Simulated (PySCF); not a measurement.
PySCF input for C3H5F3, SMILES C[C@@H](F)C(F)F, B3LYP-D3(BJ)/def2-SVP. The structure is a stationary point at B3LYP-D3(BJ)/def2-SVP. The structure was generated by enumeration; whether it is a known compound was not checked. One conformer was computed; it need not be the lowest.

```python
import numpy as np
from pyscf import gto, scf, dft, df
from pyscf.hessian import thermo

mol = gto.M(
    atom='''
    C    -1.91185465    0.28804366   -0.03352260
    C    -0.52255841    0.29334100    0.57037172
    F    -0.31082279   -0.88637673    1.25699531
    C     0.57175646    0.44089268   -0.47724989
    F     1.79073490    0.40386055    0.11241279
    F     0.50738536   -0.57419518   -1.37720151
    H    -2.00242699   -0.54093717   -0.75023608
    H    -2.66168856    0.15789821    0.75932960
    H    -2.11785661    1.23436411   -0.55758591
    H    -0.40130570    1.12786868    1.28515917
    H     0.47354042    1.39754436   -1.02412170
    ''',
    basis='def2-SVP',
    charge=0,
    spin=0,
    max_memory=1600,
    verbose=3,
)
mf = dft.RKS(mol, xc='b3lyp').density_fit(auxbasis='def2-universal-jkfit')
mf.disp = 'd3bj'
mf.grids.level = 3
mf.conv_tol = 1e-11
mf.max_cycle = 100
mf.kernel()

# [left out here: the lines that compute and print the analytic Hessian (its translational invariance restored by hand, since the grid's response is missing), thermochemistry and intensities]
```

Log of the run:

```
[...]
Mode                                 6                   7                   8
Irrep
Freq [cm^-1]                      558.7561            737.9109            852.4833
Reduced mass [au]                   5.3170              3.6431              3.3212
Force const [Dyne/A]                0.9781              1.1688              1.4221
Char temp [K]                     803.9257           1061.6895           1226.5337
Normal mode                   x     y     z       x     y     z       x     y     z
       0   C                -0.08  0.01 -0.02    0.06 -0.02 -0.01   -0.06  0.02  0.00
       1   C                -0.01 -0.06 -0.08    0.06 -0.08 -0.13   -0.00  0.04  0.03
       2   F                 0.02 -0.00  0.03   -0.02 -0.01  0.04    0.00 -0.08  0.07
       3   C                 0.07 -0.04  0.01    0.01  0.07 -0.05    0.07  0.12 -0.13
       4   F                 0.10  0.07  0.07   -0.05 -0.03 -0.02   -0.01 -0.01  0.01
       5   F                -0.09 -0.01 -0.03   -0.01  0.04  0.09   -0.00 -0.02  0.00
       6   H                -0.28  0.05 -0.05   -0.25  0.03 -0.02    0.11  0.00 -0.01
       7   H                 0.01  0.07  0.07    0.24  0.08  0.18   -0.20 -0.04 -0.13
       8   H                -0.05  0.06  0.06    0.07  0.06  0.12   -0.06 -0.03 -0.09
       9   H                -0.07 -0.03 -0.11   -0.00 -0.04 -0.17    0.04 -0.05  0.13
      10   H                 0.11 -0.03  0.02    0.01  0.09 -0.03    0.25  0.06 -0.27
Mode                                 9                  10                  11
Irrep
Freq [cm^-1]                      929.7637           1021.7703           1125.9760
Reduced mass [au]                   1.7584              1.6496              3.6927
Force const [Dyne/A]                0.8956              1.0147              2.7584
Char temp [K]                    1337.7229           1470.1000           1620.0288
Normal mode                   x     y     z       x     y     z       x     y     z
       0   C                -0.05  0.09 -0.08    0.06  0.01 -0.06   -0.07 -0.03 -0.05
       1   C                 0.07  0.04 -0.04   -0.05  0.07  0.04    0.14 -0.06  0.09
       2   F                 0.03 -0.05  0.04    0.01 -0.04  0.02   -0.02  0.06 -0.03
       3   C                -0.02 -0.06  0.04    0.03  0.06  0.05    0.05  0.07  0.05
       4   F                -0.02  0.00 -0.01   -0.02  0.00 -0.01   -0.04 -0.00 -0.01
       5   F                 0.00  0.03  0.02    0.01 -0.05 -0.05   -0.00 -0.04 -0.03
       6   H                 0.08 -0.11  0.13   -0.23 -0.06  0.06   -0.28  0.02 -0.09
       7   H                 0.16 -0.16  0.08    0.40  0.07  0.27   -0.07  0.05 -0.03
       8   H                -0.54 -0.09 -0.20   -0.17  0.04  0.09   -0.09  0.00  0.01
       9   H                 0.27  0.01 -0.05   -0.46  0.02  0.16    0.18 -0.13  0.17
      10   H                -0.12 -0.03  0.11    0.06  0.01 -0.03   -0.05  0.10  0.11
Mode                                12                  13                  14
Irrep
Freq [cm^-1]                     1142.4718           1159.6070           1211.6565
Reduced mass [au]                   2.7885              3.9009              2.3785
Force const [Dyne/A]                2.1444              3.0906              2.0574
Char temp [K]                    1643.7625           1668.4164           1743.3039
Normal mode                   x     y     z       x     y     z       x     y     z
       0   C                 0.03  0.08  0.03    0.01 -0.01 -0.06    0.02  0.05 -0.02
       1   C                -0.05 -0.13 -0.05    0.02 -0.00  0.07   -0.03 -0.10  0.07
       2   F                 0.00  0.04 -0.00   -0.00  0.01 -0.01   -0.00  0.06 -0.02
       3   C                -0.04  0.12  0.02   -0.16  0.02 -0.12    0.06 -0.09 -0.07
       4   F                 0.04 -0.01  0.01    0.09 -0.02  0.06   -0.03  0.01 -0.01
       5   F                -0.00 -0.06 -0.03    0.01  0.01  0.01   -0.00  0.06  0.03
       6   H                 0.32 -0.06  0.16   -0.21 -0.03 -0.01    0.01 -0.08  0.12
       7   H                 0.05 -0.16  0.01    0.13  0.05  0.07    0.10 -0.11  0.04
       8   H                -0.13 -0.06 -0.15   -0.09  0.03  0.06   -0.16 -0.02 -0.06
       9   H                -0.05 -0.20  0.04    0.06  0.00  0.06   -0.17 -0.25  0.26
      10   H                -0.10  0.18  0.13   -0.29 -0.02 -0.15    0.21 -0.18 -0.25
Mode                                15                  16                  17
Irrep
Freq [cm^-1]                     1329.7378           1378.8102           1399.8485
Reduced mass [au]                   1.2465              1.2726              1.3249
Force const [Dyne/A]                1.2986              1.4254              1.5296
Char temp [K]                    1913.1967           1983.8009           2014.0704
Normal mode                   x     y     z       x     y     z       x     y     z
       0   C                -0.00  0.03  0.05   -0.06 -0.03  0.00    0.10 -0.02  0.05
       1   C                 0.10 -0.01 -0.01    0.02  0.05 -0.09   -0.02  0.05 -0.06
       2   F                -0.01 -0.01 -0.00    0.00  0.01  0.02    0.00  0.00  0.01
       3   C                 0.04 -0.01 -0.02    0.01  0.00  0.05   -0.03 -0.03 -0.01
       4   F                -0.00 -0.01  0.01    0.01 -0.01  0.01    0.01  0.01 -0.00
       5   F                -0.00  0.01  0.00   -0.00  0.01 -0.01    0.00 -0.00  0.00
       6   H                -0.01  0.09 -0.03    0.21  0.04 -0.10   -0.32  0.21 -0.17
       7   H                -0.21 -0.06 -0.16    0.11  0.07  0.17   -0.22  0.12 -0.23
       8   H                -0.12 -0.10 -0.15    0.24  0.03 -0.02   -0.33 -0.20 -0.11
       9   H                -0.64  0.16 -0.08    0.03 -0.41  0.43    0.04 -0.32  0.34
      10   H                -0.44 -0.08 -0.05   -0.33 -0.23 -0.30    0.10  0.11  0.21
Mode                                18                  19                  20
Irrep
Freq [cm^-1]                     1413.1650           1426.2701           1462.6868
Reduced mass [au]                   1.3362              1.5585              1.1250
Force const [Dyne/A]                1.5721              1.8679              1.4181
Char temp [K]                    2033.2298           2052.0852           2104.4806
Normal mode                   x     y     z       x     y     z       x     y     z
       0   C                -0.06 -0.00 -0.02   -0.04  0.01  0.02   -0.01 -0.03 -0.02
       1   C                 0.02  0.04  0.00    0.10 -0.00 -0.01    0.06 -0.02 -0.02
       2   F                 0.00  0.00  0.00   -0.01 -0.00  0.00   -0.00  0.00  0.00
       3   C                 0.01 -0.06 -0.11   -0.13 -0.01  0.04   -0.06 -0.01  0.02
       4   F                -0.01  0.01  0.01    0.01  0.01 -0.01    0.00  0.00 -0.00
       5   F                 0.00 -0.01  0.02    0.01 -0.00 -0.01    0.00  0.00 -0.00
       6   H                 0.19 -0.06  0.02   -0.02  0.14 -0.14    0.41 -0.11  0.03
       7   H                 0.13 -0.02  0.15    0.09 -0.19  0.11   -0.15  0.54 -0.06
       8   H                 0.22  0.08  0.03    0.18 -0.11 -0.30   -0.33  0.14  0.40
       9   H                -0.20 -0.12  0.21   -0.23  0.01  0.02   -0.19 -0.03  0.01
      10   H                -0.02  0.36  0.61    0.57 -0.02 -0.09    0.23 -0.02 -0.04
Mode                                21                  22                  23
Irrep
Freq [cm^-1]                     1475.7979           3038.0288           3044.8428
Reduced mass [au]                   1.1180              1.0859              1.0556
Force const [Dyne/A]                1.4347              5.9053              5.7661
Char temp [K]                    2123.3446           4371.0470           4380.8508
Normal mode                   x     y     z       x     y     z       x     y     z
       0   C                -0.01 -0.03  0.02   -0.00 -0.00 -0.01   -0.03  0.01 -0.02
       1   C                -0.04 -0.03  0.05    0.01  0.04  0.04   -0.00 -0.03 -0.02
       2   F                 0.00  0.00 -0.01   -0.00  0.00 -0.00    0.00 -0.00  0.00
       3   C                 0.04  0.00 -0.02    0.00 -0.04  0.03    0.00 -0.03  0.02
       4   F                -0.00 -0.00  0.00    0.00  0.00  0.00    0.00  0.00  0.00
       5   F                -0.00  0.00  0.00   -0.00 -0.00 -0.00   -0.00  0.00 -0.00
       6   H                 0.25  0.37 -0.46    0.00  0.07  0.06    0.03  0.29  0.25
       7   H                 0.23  0.35  0.30    0.02  0.00 -0.02    0.27  0.05 -0.30
       8   H                -0.18 -0.23 -0.29    0.01 -0.05  0.03    0.09 -0.46  0.25
       9   H                 0.07  0.12 -0.13   -0.08 -0.55 -0.48    0.04  0.32  0.29
      10   H                -0.07  0.02  0.02   -0.05  0.52 -0.30   -0.03  0.35 -0.21
Mode                                24                  25                  26
Irrep
Freq [cm^-1]                     3050.6546           3134.7861           3150.3240
Reduced mass [au]                   1.0685              1.1031              1.1058
Force const [Dyne/A]                5.8590              6.3867              6.4663
Char temp [K]                    4389.2128           4510.2592           4532.6149
Normal mode                   x     y     z       x     y     z       x     y     z
       0   C                 0.03  0.00  0.02   -0.02 -0.08  0.03   -0.03  0.04  0.07
       1   C                -0.00 -0.03 -0.03   -0.00 -0.00 -0.00    0.00  0.00  0.00
       2   F                 0.00  0.00  0.00   -0.00  0.00 -0.00    0.00 -0.00 -0.00
       3   C                 0.00 -0.05  0.03    0.00 -0.00  0.00    0.00  0.00  0.00
       4   F                 0.00  0.00  0.00    0.00  0.00 -0.00   -0.00 -0.00 -0.00
       5   F                -0.00 -0.00 -0.00    0.00  0.00  0.00   -0.00 -0.00 -0.00
       6   H                -0.02 -0.28 -0.24    0.03  0.32  0.29   -0.06 -0.50 -0.43
       7   H                -0.21 -0.04  0.23    0.31  0.04 -0.33    0.46  0.09 -0.48
       8   H                -0.07  0.32 -0.17   -0.13  0.61 -0.34    0.00 -0.02  0.02
       9   H                 0.04  0.32  0.28    0.01  0.03  0.03   -0.01 -0.05 -0.04
      10   H                -0.05  0.53 -0.31   -0.00  0.03 -0.02    0.00 -0.00  0.00
temperature 298.1500 [K]
pressure 101325.00 [Pa]
Rotational constants [GHz] 4.96767 2.87699 2.38182
Symmetry number 1
Zero-point energy (ZPE) 0.08136 [Eh]   213609.988 [J/mol]
                           tot       elec      trans        rot        vib
Entropy [J/mol/K]       329.444      0.000    165.937    111.497     52.010
Cv [J/mol/K]             87.762      0.000     12.472     12.472     62.819
Cp [J/mol/K]             96.077      0.000     20.786     12.472     62.819
Internal energy [J/mol]                      3718.434   3718.434 222515.777
Internal energy [Eh]   -416.45806  -416.54565
Enthalpy [J/mol]                             6197.391   3718.434 222515.777
Enthalpy [Eh]          -416.45712
Gibbs free energy [J/mol]                  -43276.664 -29524.484 207009.009
Gibbs free energy [Eh] -416.49453
mode   freq/cm-1   IR/(km/mol)
   1       83.39         0.151
   2      231.22         1.384
   3      239.54         0.575
   4      258.04         0.898
   5      365.19         0.866
   6      490.07        16.522
   7      558.76         3.151
   8      737.91        20.648
   9      852.48        50.569
  10      929.76         2.407
  11     1021.77        53.983
  12     1125.98        85.960
  13     1142.47        13.948
  14     1159.61       104.189
  15     1211.66        98.248
  16     1329.74         8.308
  17     1378.81         9.501
  18     1399.85        36.482
  19     1413.17        25.214
  20     1426.27        12.022
  21     1462.69        10.378
  22     1475.80         6.339
  23     3038.03        17.384
  24     3044.84        18.613
  25     3050.65        42.712
  26     3134.79        12.580
  27     3150.32         6.527
max |gradient| / (hartree/bohr): 0.00017100515765508032
APT charges: [-0.0258  0.5559 -0.503   1.0911 -0.534  -0.5164  0.0239  0.0107  0.0088
 -0.0496 -0.0615]
```

The calculation finished and met its thresholds.
